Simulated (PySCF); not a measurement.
Worked example: chemical shift, span and skew from a shielding tensor

C2H2F, SMILES C=[C]F (connectivity only; charge and spin as stated), charge +1, multiplicity 1. Atoms are numbered in the order given.

```xyz
5

C      0.0000     0.0000    -1.2547
C      0.0000     0.0000     0.0129
F      0.0000     0.0000     1.2310
H      0.0000    -0.9525    -1.8145
H      0.0000     0.9525    -1.8145
```
Charge +1, spin multiplicity 1.

The structure is a stationary point at PBE-D3(BJ)/def2-TZVP. The spin state was assumed, not searched. The isomer is the one that the SMILES or the coordinates give; other isomers of the formula were not compared.

GIAO shieldings from KT2/pcSseg-2 in PySCF, non-relativistic, no solvent. The symmetric part of the tensor of C1 has the principal values 95.8, 171.2, 229.2 ppm. The same nucleus in TMS has σ = 184.2 ppm at this level (PySCF, at its B3LYP-D3(BJ)/def2-TZVP geometry).

Work out the isotropic shielding, the ¹³C shift against TMS, the span and the skew.


σ(iso) = (σ11 + σ22 + σ33)/3 = 165.4 ppm. δ = σ(ref) − σ(iso) = 184.2 − (165.4) = 18.8 ppm.
Span Ω = σ33 − σ11 = 133.4 ppm. Skew κ = 3(σ(iso) − σ22)/Ω = -0.13. Tumbling in solution averages the tensor to δ; in a static solid the shielding alone would spread this spin-1/2 line over Ω.
